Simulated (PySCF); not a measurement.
F₃Ga (SMILES [F][Ga]([F])[F]), singlet, geometry from GFN2-xTB (such geometries of metal compounds can be far from the true shape).

The PySCF input:
```python
from pyscf import gto, scf, dft

mol = gto.Mole()
mol.atom = '''
    Ga    0.00000000    0.00000000    0.00000000
    F    -1.46913290   -0.91659287    0.05150673
    F     0.00422448    1.59195676   -0.68322965
    F     1.46490843   -0.67536388    0.63172292
'''
mol.basis = 'def2-svp'
mol.verbose = 4
mol.build()

mf = dft.RKS(mol)
mf.xc = 'b97m_v'
mf = mf.density_fit(auxbasis='def2-universal-jkfit')
mf.kernel()
```

Q: What does this run give for the nuclear repulsion energy, HOMO energy, HOMO-LUMO gap, Mulliken (on the basis functions themselves) charges in atom order?

A: 
| Property | Result |
|---|---|
| nuclear repulsion energy | 298.5270 Eh |
| HOMO energy | -10.06 eV |
| HOMO-LUMO gap | 6.82 eV |
| Mulliken (on the basis functions themselves) charges in atom order | Ga1 1.19, F2 -0.40, F3 -0.40, F4 -0.40 |
